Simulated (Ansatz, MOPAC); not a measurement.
System: fluoro(silyl)silane, Si2H5F, net charge 0, singlet state. SMILES: [SiH3][SiH2]F
Geometry from a B3LYP-D3(BJ)/def2-TZVP (Ansatz, a first-principles code) optimisation:
```xyz
8

F     -1.4907     0.9927     0.4651
Si    -0.8103    -0.3708    -0.0655
Si     1.5193    -0.1031    -0.1563
H     -1.1958    -1.4565     0.8663
H     -1.3754    -0.6627    -1.4038
H      2.1164    -1.3703    -0.6467
H      1.8827     0.9927    -1.0856
H      2.0627     0.1971     1.1894
```

Wanted: vertical ionisation energy to the doublet, in eV. Set-up: no dispersion term unless named; each state is the SCF solution reached for its charge and spin; frozen cores in correlated levels; no spin-orbit coupling; non-relativistic; UHF or UKS for open shells; six Cartesian d functions in 6-31G* and its kin unless marked 5d. CBS marks a two-point X^-3 extrapolation of the correlation energy; Hartree-Fock from the larger set. [CCSD(T)-MP2]/basis is that difference in the basis named. First-principles rows: single points at B3LYP-D3(BJ) geometries (Ansatz). Semi-empirical rows: differences of heats of formation at the shared geometry for vertical values.

```
species            coefficient  E at HF/6-31G* (Ansatz), Eh  E at B3LYP/def2-TZVPD (Ansatz), Eh  heat of formation at AM1 (MOPAC), kcal/mol
-----------------  -----------  ---------------------------  ----------------------------------  ------------------------------------------
charge 1, doublet           +1                   -679.85352                          -681.60598                                      171.19
charge 0, singlet           -1                   -680.22568                          -681.99483                                      -66.49
```

Coupled cluster (Ansatz) is a level with limits of its own, used here on species with T1 under 0.025 (0.045 for open shells) and stable references: RI-MP2/CBS(aug-cc-pV(T+d)Z,aug-cc-pV(Q+d)Z)+[CCSD(T)-MP2]/aug-cc-pV(T+d)Z. Value to compare with, RI-MP2/CBS(aug-cc-pV(T+d)Z,aug-cc-pV(Q+d)Z)+[CCSD(T)-MP2]/aug-cc-pV(T+d)Z (Ansatz): 10.86 eV. 1 Eh = 27.2114 eV and 1 eV = 23.0605 kcal/mol.

### Question
Work the quantity out at each level, and compare with RI-MP2/CBS(aug-cc-pV(T+d)Z,aug-cc-pV(Q+d)Z)+[CCSD(T)-MP2]/aug-cc-pV(T+d)Z (Ansatz).

### Answer

- HF/6-31G*: the sum of coefficient times E is 0.37216 Eh, or 10.127 eV. Result: 10.13 eV. Its difference against RI-MP2/CBS(aug-cc-pV(T+d)Z,aug-cc-pV(Q+d)Z)+[CCSD(T)-MP2]/aug-cc-pV(T+d)Z (Ansatz) is -0.73 eV.
- B3LYP/def2-TZVPD: the sum of coefficient times E is 0.38885 Eh, or 10.581 eV. Result: 10.58 eV. Its difference against RI-MP2/CBS(aug-cc-pV(T+d)Z,aug-cc-pV(Q+d)Z)+[CCSD(T)-MP2]/aug-cc-pV(T+d)Z (Ansatz) is -0.28 eV.
- AM1: the sum of coefficient times heat of formation is 237.68 kcal/mol, or 10.31 eV. Its difference against RI-MP2/CBS(aug-cc-pV(T+d)Z,aug-cc-pV(Q+d)Z)+[CCSD(T)-MP2]/aug-cc-pV(T+d)Z (Ansatz) is -0.55 eV.
